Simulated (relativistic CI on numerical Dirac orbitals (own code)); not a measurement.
Computed by Dirac-Coulomb-Breit CI, orbitals from a KLI potential per configuration, model QED, unscaled Slater integrals (own radial code, finite nucleus).

The strongest absorption lines from the ground level of an ion, among the configurations computed and to levels below about 351 eV (vacuum wavelength in nm, gf): 4.0737 (7e-05), 6.9102 (0.0048), 7.4277 (0.00076), 7.9533 (0.002), 8.7608 (1.6), 9.6509 (0.23), 10.150 (0.086), 13.022 (0.42).

Question: Which ion is it?
A. Pr XXVIII
B. Pm XXX
C. Cs XXIV
D. Pr XXX

Answer: A. Pr XXVIII has 32 electrons and the ground level 4s2 4p2 3P_0; the strongest line goes to 4s2 4p 4d 3D°_1. The pattern of lines fixes the number of electrons, and along that sequence the line energies rise steadily with the charge (about as its square where n changes within one kind of shell, about linearly where n is kept but much faster in heavy ions where fine structure, which grows about as Z⁴, sets the gap, and irregularly where shells cross), which fixes Z. Configurations outside the model, such as inner-shell arrays, can give stronger lines. At this charge energies of transitions that change n are usually good to better than 1 %, and those within a shell (Δn = 0) to a few per cent.

LS names give the leading component of a level, which can be under half, so a name can repeat, a term be missing and a line seem to break the LS rules.
